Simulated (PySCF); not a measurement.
BrH, charge +1, multiplicity 2. Atoms are numbered in the order given.

```xyz
2

Br     0.0000     0.0000    -0.0408
H      0.0000     0.0000     1.4282
```
Charge +1, spin multiplicity 2.

The structure is a stationary point at PBE-D3(BJ)/def2-TZVPD. The spin state was assumed, not searched.

These are PBE-D3(BJ)/def2-TZVPD in PySCF values and carry that method's errors.

Frequencies are harmonic and unscaled.

Problem. Estimate the vibrational spectrum. (An estimate is asked for; the answer gives what the named calculation found.)

Solution. 
```
mode  ν (cm⁻¹)  IR (km/mol)  moving atoms (share of kinetic energy)
----  --------  -----------  --------------------------------------
1         2360        160.3                                  H 99 %
```
